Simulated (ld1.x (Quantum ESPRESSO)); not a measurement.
## Building the ultrasoft potential for Tl (PBE, fully relativistic).

* Element: thallium
* Generator: ld1.x (Quantum ESPRESSO) 7.5
* Type: ultrasoft
* Functional: PBE
* Relativity: fully relativistic
* Frozen core: [Xe] 4f14
* Valence charge: 13
* Reference configuration: 5d10 6s2 6p1
* Partial waves: 6s (bound): rcut 1.90, rcutus 2.30 bohr; 6s channel at -0.35 Ry: rcut 1.90, rcutus 2.30 bohr; 6p (bound): rcut 2.55, rcutus 2.90 bohr; 6p channel at 4.6 Ry: rcut 2.55, rcutus 2.90 bohr; 5d (bound): rcut 1.75, rcutus 1.95 bohr; 5d channel at -0.2 Ry: rcut 1.75, rcutus 1.95 bohr
* Local potential: all-electron potential smoothed inside 1.50 bohr (lloc = -2)
* Core correction: Bessel-smoothed model core inside 1.10 bohr
* Augmentation charge: built from norm-conserving waves at rcut, not smoothed further

Open shells are filled in proportion to 2j + 1 (rel_dist='average').

Poles of the logarithmic derivatives, all-electron (AE) and pseudo (PS). s: poles at -0.1 (AE) and -0.1 (PS) Ry. p1/2: poles at 0.8 (AE) and 0.8, 3.8 (PS) Ry. p3/2: poles at 1.2 (AE) and 0.9, 2.7 (PS) Ry. d3/2: poles at -1.2, 3.1 (AE) and -1.2, 4.2 (PS) Ry. d5/2: poles at -1.0, 3.2 (AE) and -1.0, 2.8 (PS) Ry. Test radius 3.16 bohr.

- Configuration tests: test run stopped at test 2 of 7 (negative rho)
- Lowest eigenvalue of the overlap operator: 0.17 (p1/2 channel)

A Bessel basis up to 400 Ry misses an occupied level by 0.23 Ry, so cutoffs and ghosts were not judged.
